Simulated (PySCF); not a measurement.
Correlation energy of Au (gold, neutral)

[Xe] 4f14 5d10 6p1, 2P determinant (an excited configuration). Calculation: PySCF 2.14, in x2c-TZVPPall (11s7p7d3f1g, 97 functions); scalar relativity by spin-free X2C-1e. Frozen: [Xe] 4f14; 11 electrons correlated.

```json
{"level": "CCSD", "correlation energy (mhartree)": "-312.97"}
{"level": "(T)", "correlation energy (mhartree)": "-13.04"}
{"level": "CCSD(T)", "correlation energy (mhartree)": "-326.01"}
```

Diagnostics: T1 = 0.021, D1 = 0.0686, largest double amplitude 0.045.

Spin-orbit coupling, absent here, splits the open shell strongly.

Cost of the coupled-cluster step: roughly 30 core-seconds, for 11 correlated electrons.

Iterations:

```
CC2 = 0
CCSD nocc = (np.int64(6), np.int64(5)), nmo = (63, 63)
frozen orbitals [[0, 1, 2, 3, 4, 5, 6, 7, 8, 9, 10, 11, 12, 13, 14, 15, 16, 17, 18, 19, 20, 21, 22, 23, 24, 25, 26, 27, 28, 29, 30, 31, 32, 33], [0, 1, 2, 3, 4, 5, 6, 7, 8, 9, 10, 11, 12, 13, 14, 15, 16, 17, 18, 19, 20, 21, 22, 23, 24, 25, 26, 27, 28, 29, 30, 31, 32, 33]]
max_cycle = 100
direct = 0
conv_tol = 1e-08
conv_tol_normt = 1e-06
diis_space = 8
diis_start_cycle = 0
Init t2, MP2 energy = -0.331097685228469
Init E_corr(UCCSD) = -0.331097685231294
cycle = 1  E_corr(UCCSD) = -0.306195435622414  dE = 0.0249022496  norm(t1,t2) = 0.0583447
cycle = 2  E_corr(UCCSD) = -0.3116144999917  dE = -0.00541906437  norm(t1,t2) = 0.0234458
cycle = 3  E_corr(UCCSD) = -0.311787257842017  dE = -0.00017275785  norm(t1,t2) = 0.0150074
cycle = 4  E_corr(UCCSD) = -0.31273437699902  dE = -0.000947119157  norm(t1,t2) = 0.00873902
cycle = 5  E_corr(UCCSD) = -0.31289829890491  dE = -0.000163921906  norm(t1,t2) = 0.00514664
cycle = 6  E_corr(UCCSD) = -0.312850042455186  dE = 4.82564497e-05  norm(t1,t2) = 0.00340549
cycle = 7  E_corr(UCCSD) = -0.31298536476006  dE = -0.000135322305  norm(t1,t2) = 0.00222014
cycle = 8  E_corr(UCCSD) = -0.312984107296888  dE = 1.25746317e-06  norm(t1,t2) = 0.0012711
cycle = 9  E_corr(UCCSD) = -0.312990724631653  dE = -6.61733477e-06  norm(t1,t2) = 0.00381799
cycle = 10  E_corr(UCCSD) = -0.312960564797522  dE = 3.01598341e-05  norm(t1,t2) = 0.000424739
cycle = 11  E_corr(UCCSD) = -0.31297343052598  dE = -1.28657285e-05  norm(t1,t2) = 0.000216355
cycle = 12  E_corr(UCCSD) = -0.312971248344834  dE = 2.18218115e-06  norm(t1,t2) = 0.000143067
cycle = 13  E_corr(UCCSD) = -0.312971977850604  dE = -7.2950577e-07  norm(t1,t2) = 7.23254e-05
cycle = 14  E_corr(UCCSD) = -0.312971320456402  dE = 6.57394202e-07  norm(t1,t2) = 3.32225e-05
cycle = 15  E_corr(UCCSD) = -0.31297169966352  dE = -3.79207117e-07  norm(t1,t2) = 1.82585e-05
cycle = 16  E_corr(UCCSD) = -0.312971789543853  dE = -8.98803335e-08  norm(t1,t2) = 8.90949e-06
cycle = 17  E_corr(UCCSD) = -0.312971883377399  dE = -9.38335453e-08  norm(t1,t2) = 4.21101e-06
cycle = 18  E_corr(UCCSD) = -0.31297188588453  dE = -2.50713117e-09  norm(t1,t2) = 5.47268e-06
cycle = 19  E_corr(UCCSD) = -0.312971868915364  dE = 1.6969166e-08  norm(t1,t2) = 6.12909e-06
cycle = 20  E_corr(UCCSD) = -0.312971848636372  dE = 2.02789922e-08  norm(t1,t2) = 7.89239e-07
cycle = 21  E_corr(UCCSD) = -0.312971852707196  dE = -4.07082412e-09  norm(t1,t2) = 5.23709e-07
UCCSD converged
E(UCCSD) = -19008.93672694934  E_corr = -0.3129718527071958
UCCSD(T) correction = -0.0130400306904725
```

The basis was made for the ground configuration and has no added diffuse functions, which can raise the energy of the promoted electron.
